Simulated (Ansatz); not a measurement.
Sn19H29. Charge 0, multiplicity 2. Geometry PBE-D4/def2-SVP; atoms count from 1.

```xyz
48

Sn    2.700    2.821   -0.200
Sn    1.464   -0.130   -3.778
Sn    2.579   -0.795    2.824
Sn    1.347   -3.750   -0.744
Sn    2.604    3.509    4.297
Sn   -1.001    4.596    1.717
Sn   -1.125    0.925    4.788
Sn   -1.557    0.545    0.582
Sn   -2.981   -0.030   -3.850
Sn   -3.101   -3.662   -0.801
Sn   -0.898   -4.013   -4.821
Sn    3.566    1.789    2.276
Sn    1.169   -0.933   -1.069
Sn   -0.120    2.821   -0.302
Sn   -0.762   -1.213   -5.113
Sn   -0.240   -0.782    2.712
Sn   -0.880   -4.788   -2.111
Sn   -0.216    3.539    4.218
Sn   -3.262   -0.873   -1.175
H     3.409    2.027   -1.571
H     3.177    4.496   -0.282
H     2.980   -0.653   -4.454
H     1.408    1.603   -3.870
H     3.276   -2.033    1.827
H     2.987   -1.190    4.472
H     2.858   -4.383   -1.329
H     1.225   -4.142    0.944
H     3.245    5.106    4.055
H     3.167    2.955    5.845
H    -0.316    6.188    1.564
H    -2.729    4.761    1.650
H    -0.507    0.467    6.349
H    -2.859    0.897    4.881
H    -2.795    1.698   -3.859
H    -4.450   -0.392   -4.705
H    -2.983   -3.975    0.905
H    -4.581   -4.385   -1.354
H     0.415   -4.770   -5.671
H    -2.370   -4.578   -5.551
H     5.309    1.748    2.297
H     2.500   -0.213   -0.159
H    -0.680    3.304   -1.880
H    -0.755   -0.811   -6.808
H    -0.871   -2.398    2.888
H    -0.945   -6.526   -2.009
H    -0.783    4.608    5.474
H    -4.867   -0.398   -0.671
H    -2.749    1.412    1.573
```

In the def2 sets Sn takes a core potential; there is no spin–orbit coupling. Single mean-field runs in def2-SVP are fitted with def2-universal-jkfit. Another isomer (doublet) lies 0.24 eV lower at PBE0-D4/def2-SVP; other spin states weren't run for this one.

Question: Estimate the Mulliken populations of the heavy atoms from the PBE0/def2-SVP orbitals of Ansatz.

Answer: 
| atom | charge (e) | spin (α − β) |
| --- | --- | --- |
| Sn1 | 0.12 | -0.01 |
| Sn2 | 0.17 | 0.05 |
| Sn3 | 0.12 | -0.01 |
| Sn4 | 0.17 | 0.05 |
| Sn5 | 0.14 | 0.00 |
| Sn6 | 0.15 | 0.02 |
| Sn7 | 0.15 | 0.02 |
| Sn8 | -0.08 | -0.03 |
| Sn9 | 0.15 | 0.00 |
| Sn10 | 0.15 | 0.00 |
| Sn11 | 0.15 | 0.00 |
| Sn12 | 0.04 | 0.00 |
| Sn13 | -0.09 | 0.70 |
| Sn14 | 0.03 | 0.01 |
| Sn15 | 0.01 | 0.00 |
| Sn16 | 0.03 | 0.01 |
| Sn17 | 0.01 | 0.00 |
| Sn18 | 0.00 | 0.00 |
| Sn19 | 0.06 | 0.00 |
Mulliken values depend strongly on the basis.

Question: Where does the spin sit?

Answer: Summed by element: Sn 0.83, H 0.17, of 1 unpaired in all. Largest on single atoms: Sn13 0.70, H48 0.09, Sn2 0.05.

Question: And the Mayer bond orders between heavy atoms (over 0.3)?

Answer: Sn1–Sn12 0.86 (2.82 Å); Sn1–Sn14 0.84 (2.82 Å); Sn2–Sn13 0.86 (2.84 Å); Sn2–Sn15 0.87 (2.81 Å); Sn3–Sn12 0.86 (2.82 Å); Sn3–Sn16 0.84 (2.82 Å); Sn4–Sn13 0.86 (2.84 Å); Sn4–Sn17 0.87 (2.81 Å); Sn5–Sn12 0.86 (2.82 Å); Sn5–Sn18 0.87 (2.82 Å); Sn6–Sn14 0.86 (2.83 Å); Sn6–Sn18 0.87 (2.83 Å); Sn7–Sn16 0.86 (2.83 Å); Sn7–Sn18 0.87 (2.83 Å); Sn8–Sn14 0.81 (2.83 Å); Sn8–Sn16 0.81 (2.83 Å); Sn8–Sn19 0.83 (2.83 Å); Sn9–Sn15 0.87 (2.81 Å); Sn9–Sn19 0.86 (2.82 Å); Sn10–Sn17 0.87 (2.81 Å); Sn10–Sn19 0.86 (2.82 Å); Sn11–Sn15 0.87 (2.82 Å); Sn11–Sn17 0.87 (2.82 Å).
